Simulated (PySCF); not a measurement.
Magnetic susceptibility: SMILES C=C(C=C)[C@H]1C=CC1, C$_{8}$H$_{10}$

Geometry (Å), atoms numbered from 1 in this order:
```xyz
18

C     1.257   -0.634   -2.103
C     1.527   -0.884   -0.828
C     0.630   -0.665    0.301
C     1.054   -0.888    1.545
C    -0.752   -0.159    0.013
C    -1.649    0.163    1.182
C    -1.730    1.457    0.894
C    -0.847    1.366   -0.317
H     1.985   -0.816   -2.876
H     0.313   -0.235   -2.431
H     2.501   -1.277   -0.561
H     0.424   -0.720    2.401
H     2.051   -1.244    1.745
H    -1.228   -0.791   -0.741
H    -2.073   -0.466    1.945
H    -2.242    2.294    1.333
H     0.100    1.899   -0.250
H    -1.330    1.605   -1.264
```

Computed, not measured: GIAO BHandHLYP/pcSseg-1 magnetisability, rotational g tensor and spin-rotation constants, non-relativistic, gas phase (PySCF 2.14.0). Geometry: GFN2-xTB.

**Question.** What are the magnetisability and the molar susceptibility?

**Answer.** Isotropic -1118 × 10⁻³⁰ J/T², or -67.3 × 10⁻⁶ cm³/mol; principal values -1324, -1049, -981 × 10⁻³⁰ J/T², anisotropy 314 × 10⁻³⁰ J/T² (root of half the summed squared differences of the principal values). The susceptibility is in cgs units.

**Question.** Split it along the inertial axes a, b, c into diamagnetic and paramagnetic parts about the centre of mass, with the quadrupole moment.

**Answer.** 
```csv
axis,χ (10⁻⁶ cm³/mol),diamagnetic (10⁻⁶ cm³/mol),paramagnetic (10⁻⁶ cm³/mol),summed x² of all electrons (Å²),quadrupole Θ (D Å)
a,-59.6,-453.8,394.2,170.7,+2.13
b,-63.7,-829.0,765.3,82.3,+2.36
c,-78.6,-1073.2,994.6,24.7,-4.49
```
Anisotropies 2χaa − χbb − χcc = +23.1 and 2χbb − χaa − χcc = +10.8 × 10⁻⁶ cm³/mol. Θ is traceless in Buckingham's convention.

**Question.** And the rotational g tensor?

**Answer.** 
```
axis  rotational constant (GHz)        g  nuclear part  electronic part
   a                     3.6580  -0.0475        0.6299          -0.6774
   b                     1.6719  -0.0186        0.5825          -0.6011
   c                     1.2661  -0.0028        0.5888          -0.5916
```
Asymmetric top; isotopes 12C, 1H; no vibrational averaging.
